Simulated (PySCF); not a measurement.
A small calculation by hand: entropy of an ideal gas

hydrogen selenide (H2Se), SMILES [SeH2].

Geometry: ωB97X-D3(BJ)/def2-TZVPD.

ωB97X-D3(BJ)/def2-TZVPD (PySCF) gives the harmonic wavenumbers 1080, 2498, 2508 cm⁻¹ and the rotational temperatures 11.8894, 10.9263, 5.6937 K. The molar mass is 80.99 g/mol, the symmetry number 2, the spin multiplicity 1.

**Question.** Work out the entropy at 298.15 K and 1 atm in the rigid-rotor, harmonic-oscillator model.

**Answer.** 
Translation (Sackur–Tetrode at 1 atm): S = R[1.5 ln M + 2.5 ln T − 1.16487] = 163.6 J/(mol K).
Rotation: q = (√π/σ) T^1.5/√(θA θB θC) = 168, S = R[ln q + 3/2] = 55.1 J/(mol K).
Vibration: with u = 1.4388 ν/T, each mode gives R[u/(e^u − 1) − ln(1 − e^−u)]:
```
ν (cm⁻¹)  modes     u  S (J/(mol K))
--------  -----  ----  -------------
1080          1  5.21           0.28
```
The stiffer modes add less than 0.005 each. Sum 0.3 J/(mol K).
Spin: R ln 1 = 0.0 J/(mol K).
Total 218.9 J/(mol K); the program's own thermochemistry gives 218.9. Translation makes up 75 % and vibration 0 %. Anharmonicity, hindered rotation and orbital degeneracy are left out.
